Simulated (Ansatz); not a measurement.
Cs₄⁻. The state is a doublet with charge -1. Geometry r2SCAN/def2-TZVPD; atoms count from 1.

```xyz
4

Cs    2.2901   -3.6156   -1.6232
Cs   -5.5288    1.7545    2.3942
Cs   -0.7511    0.2315    0.7707
Cs    3.9899    1.6296   -1.5417
```

In the def2 sets Cs takes a core potential; there is no spin–orbit coupling. The charge -1 doublet is spin-contaminated (final ⟨S²⟩ up to 0.96, 0.75 for a pure state). The geometry of the doublet was relaxed on an unsound state (⟨S²⟩ 1.35, where a pure state has 0.75). The structure comes from a short search, and lower isomers may exist.

(1) Estimate the Mulliken populations from the PBE0/def2-TZVPD orbitals of Ansatz.

(2) Where does the spin sit?

## Answers

(1) 
```json
{"atom": "Cs1", "charge (e)": "-0.48", "spin (α − β)": "0.73"}
{"atom": "Cs2", "charge (e)": "-0.81", "spin (α − β)": "-0.25"}
{"atom": "Cs3", "charge (e)": "0.77", "spin (α − β)": "-0.20"}
{"atom": "Cs4", "charge (e)": "-0.48", "spin (α − β)": "0.73"}
```
Mulliken values and Mayer orders depend strongly on the basis. With diffuse functions, as here, like atoms can get unlike values, and bond orders can come out too low or too high.

(2) Summed by element: Cs 1.00, of 1 unpaired in all. Largest on single atoms: Cs4 0.73, Cs1 0.73, Cs2 -0.25.
